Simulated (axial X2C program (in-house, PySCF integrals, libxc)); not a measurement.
**AuAs⁻: properties at the nuclei**

Calculated with an axial X2C code built on PySCF integrals: two-component X2C with atomic mean-field Coulomb and Gaunt terms, Gaussian nuclei, basis Au dyall-acv3z, As dyall-acv3z with contracted cores.

R = 2.329 Å (near the PBE0 minimum at charge -1 of the determinant lowest at the starting distance; the state shown can have its own minimum elsewhere).

Input and command:
```json
{"zs": [79, 33], "q": -1, "bas": ["dyall-acv3z", "dyall-acv3z"], "r0": 2.45, "levels": ["PBE0", "HF", "r2SCAN", "PBE50", "BP86"], "nst": 3}
```
```bash
python soeom.py task.json out
```

Keys: zs atomic numbers; q charge; bas basis sets; r0 starting distance in Å; levels methods; nst determinants followed.

Determinant lowest in the PBE0 search, Ω = 3/2 (⟨Sz⟩ = 0.53, ⟨Lz⟩ = 0.97 at PBE0), spin on the atoms Au 0.00, As 0.53:

```
 level  Eeff magnitude (GV/cm)  Ws magnitude Au (kHz)  A∥/gI Au (MHz)  qzz Au (a.u.)  A∥/gI As (MHz)  qzz As (a.u.)
  PBE0                    4.11                   4.08           -66.8           3.40             161           2.32
r2SCAN                    7.38                   6.44            90.9           3.83             182           2.43
 PBE50                    6.35                   5.86            -145           2.62             160           2.20
  BP86                    2.55                   2.81            27.8           4.25             181           2.52
```

Eeff is the effective electric field on the electron electric dipole moment in this Ω state and Ws the scalar–pseudoscalar constant of the nucleus named (defined with the proton number Z and per Ω); A∥ (defined per Ω) follows by multiplying with gI = μI/(I μN); qzz is the electric field gradient, eQq0 = 234.96 MHz × Q/barn × qzz. The operators were transformed with the bare-nucleus X2C matrices; with these basis sets, hyperfine constants and field gradients can be off by tens of per cent, and where levels differ in sign neither size nor sign is settled.

Problem. With Q(197Au) = 0.547 barn, gI(75As) = 0.9597, Q(75As) = 0.311 barn (g factors from the IAEA table of nuclear moments by Stone; Q from Pyykkö, Mol. Phys. 2018), turn the PBE0 values of the first state into constants in MHz.

Solution. eQq0(197Au) = 234.96 × (0.547) × (3.40) = 437 MHz; A∥(75As) = 161 × 0.9597 = 155 MHz; eQq0(75As) = 234.96 × (0.311) × (2.32) = 170 MHz.

Each state is one determinant with collinear spin. For an anion, determinants above electron detachment, or with a positive highest level, are held by the basis set. Where Eeff spreads by more than a factor of two the levels disagree and none is to be relied on. Left out as unconverged or as another state under the same occupation: HF in at least one table. States lie within half an eV, so the first need not be the ground state. Further determinants of the search, some of them spin-mixed, are not shown. Where a field gradient or hyperfine factor spreads by more than a factor of two over the levels, a constant derived from it is not to be relied on.
